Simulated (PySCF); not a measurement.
**Finite-field polarisability of O (oxygen, neutral)**

[He] 2s2 2p4, high-spin 3P determinant. Calculation: PySCF 2.14, in dyall-av3z (15s9p3d2f, 71 functions); no relativity, point nucleus. Frozen: 1s2. Energy changes in a uniform field (μhartree):

```json
{"axis": "x", "F (au)": "0.0068", "HF": "-101.340", "MP2": "-107.082", "CCSD": "-106.978", "CCSD(T)": "-107.973"}
{"axis": "x", "F (au)": "0.0136", "HF": "-405.456", "MP2": "-428.458", "CCSD": "-428.048", "CCSD(T)": "-432.034"}
{"axis": "y", "F (au)": "0.0064", "HF": "-101.522", "MP2": "-111.196", "CCSD": "-112.362", "CCSD(T)": "-114.141"}
{"axis": "y", "F (au)": "0.0128", "HF": "-406.475", "MP2": "-445.281", "CCSD": "-449.968", "CCSD(T)": "-457.115"}
```

By symmetry the remaining axis equals x.

(1) Derive α along x at CCSD(T) from the two fields.

(2) And the mean polarisability at each level?

CCSD(T) lies more than 5 % below the reference, which points to too few diffuse and polarisation functions.

Results:

(1) With ΔE = −αF²/2 − γF⁴/24, α = −(16 ΔE(F) − ΔE(2F))/(6F²) = 4.670 bohr³.

(2) The components xx, yy, zz at CCSD(T) are 4.670, 5.571, 4.670, the third axis being equal by symmetry to one of the two computed. Means: HF 4.574, MP2 4.897, CCSD 4.913, CCSD(T) 4.970 bohr³. Reference: 5.3 ± 0.2 bohr³ (recommended; Schwerdtfeger and Nagle, table of static dipole polarizabilities (2023 update)).
